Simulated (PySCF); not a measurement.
Highest orbital energy against ionisation energy along group 14

Calculated with PySCF 2.14, no spin-orbit coupling. Each cell gives −ε(HOMO) / ΔSCF in eV; NIST values include spin-orbit coupling, (s) semi-empirical, (t) theoretical.

| species | UHF | LDA | PBE | PBE0 | r2SCAN | NIST (lowest levels) |
| --- | --- | --- | --- | --- | --- | --- |
| C²⁺ (x2c-QZVPPall, spin-free X2C) | 46.117 / 45.798 | 40.174 / 46.968 | 40.378 / 47.126 | 42.055 / 47.061 | 40.686 / 46.640 | 47.888 |
| Si²⁺ (x2c-QZVPPall, spin-free X2C) | 32.228 / 32.020 | 28.659 / 33.592 | 28.532 / 33.447 | 29.689 / 33.309 | 28.714 / 32.936 | 33.493 |
| Ge²⁺ (x2c-QZVPPall, spin-free X2C) | 32.451 / 32.195 | 29.628 / 34.825 | 29.242 / 34.411 | 30.272 / 34.038 | 29.538 / 34.049 | 34.058 |
| Sn²⁺ (x2c-QZVPPall, spin-free X2C) | 28.779 / 28.522 | 26.523 / 31.166 | 26.083 / 30.689 | 26.990 / 30.342 | 26.244 / 30.305 | 30.506 |
| Pb²⁺ (x2c-QZVPPall, spin-free X2C) | 30.119 / 29.776 | 27.817 / 32.596 | 27.387 / 32.110 | 28.327 / 31.752 | 27.604 / 31.882 | 31.937 |

Q: How far is −ε(HOMO) from ΔSCF on average for each method, and why?

A: UHF 0.28 eV; LDA -5.27 eV; PBE -5.23 eV; PBE0 -3.83 eV; r2SCAN -4.61 eV. Hartree-Fock orbital energies lack relaxation and so exceed the ΔSCF value; semilocal functionals have convex E(N) from self-interaction, so their HOMO lies far too high; exact exchange moves hybrids part of the way back.
